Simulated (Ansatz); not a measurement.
Z-matrix (Å, degrees):
```
C
C 1 1.519
H 1 1.094 2 111.1
H 1 1.092 2 111.6 3 120.2
H 1 1.093 2 111.0 3 -119.6
C 2 1.519 1 112.8 3 60.0
H 2 1.096 1 109.6 3 -178.3
H 2 1.097 1 109.6 3 -62.3
C 6 1.520 2 112.4 1 179.8
H 6 1.097 2 109.7 1 -58.1
H 6 1.095 2 109.9 1 59.0
N 9 1.444 6 113.5 2 -178.9
H 9 1.092 6 109.6 2 -59.4
H 9 1.094 6 110.4 2 59.1
C 12 1.356 9 121.8 6 87.0
H 12 1.004 9 119.0 6 -84.5
C 15 1.508 12 115.7 9 -176.8
O 15 1.216 12 122.5 9 3.6
H 17 1.091 15 108.6 12 118.6
H 17 1.091 15 108.5 12 -124.9
H 17 1.091 15 113.8 12 -3.1
```

The species carries charge 0 and has multiplicity 1.

(1) List the ωB97M-V/def2-TZVPP orbital energies in eV (Ansatz). (Estimate.)

Answers

(1) Ansatz gave: Occupied: -524.79, -395.24, -284.10, -282.26, -281.49, -281.30, -281.25, -281.05, -31.63, -28.57, -25.14, -23.79, -22.65, -20.63, -19.08, -18.94, -16.78, -15.91, -15.65, -15.40, -14.61, -14.10, -13.83, -13.61, -13.34, -12.72, -12.29, -11.98, -11.82, -11.49, -9.69, -9.52. Lowest empty: 2.21, 2.74, 3.17, 3.30, 3.57, 3.99, 4.12, 4.62.
